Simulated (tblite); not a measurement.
trans-ethylamine (C₂H₇N), singlet, geometry from GFN2-xTB; GFN1-xTB (tblite 0.6.0).

Here is a job for tblite.
```
$ tblite run mol.xyz --method gfn1 --charge 0 --spin 0 --guess eeq --json tblite.json --no-restart

# file mol.xyz
10

C      1.21347580    -0.33489211    -0.00053948
C     -0.01511352     0.57959694    -0.00065065
N     -1.29044637    -0.11469946     0.00111158
H      2.12582993     0.25587901    -0.00190763
H      1.21478843    -0.97056086     0.88382899
H      1.21344556    -0.97257980    -0.88345425
H      0.00625613     1.22117055    -0.88594093
H      0.00760037     1.22319154     0.88313798
H     -1.36186295    -0.71028181     0.82013011
H     -1.36310650    -0.71215141    -0.81643455
```

Question: What does tblite print? Leave out banner, timings and long lists.

Answer: 
```
xTB calculator
 | screened Coulomb repulsion
 | Coulomb electrostatics
 |  * isotropic Klopman-Ohno-Mataga-Nishimoto electrostatics
 |  * onsite third-order electrostatics
 | DFT-D3(BJ) dispersion correction

halogen bonding energy    0.0000000000000E+00 Eh
repulsion energy          1.4072581800045E-01 Eh
dispersion energy        -2.2232623800252E-03 Eh
number of electrons       2.0000000000000E+01 e
integral cutoff           1.9731147476801E+01 bohr

------------------------------------------------------------
  cycle        total energy    energy error   density error
------------------------------------------------------------
      1     -11.19721253910  -1.1335715E+01   4.9770616E-01
      2     -11.21037079879  -1.3158260E-02   3.0318675E-01
      3     -11.21081245345  -4.4165466E-04   3.1281792E-02
      4     -11.21132181349  -5.0936004E-04   4.0189462E-03
      5     -11.21133312881  -1.1315318E-05   5.1411845E-04
      6     -11.21133335710  -2.2828888E-07   1.0961306E-04
      7     -11.21133336305  -5.9544316E-09   7.2787684E-06
------------------------------------------------------------

electronic energy        -1.1349835918670E+01 Eh
total energy             -1.1211333363050E+01 Eh

Post processing:
 | Mayer-Wiberg bond orders

[Info] JSON dump of results written to 'tblite.json'
```
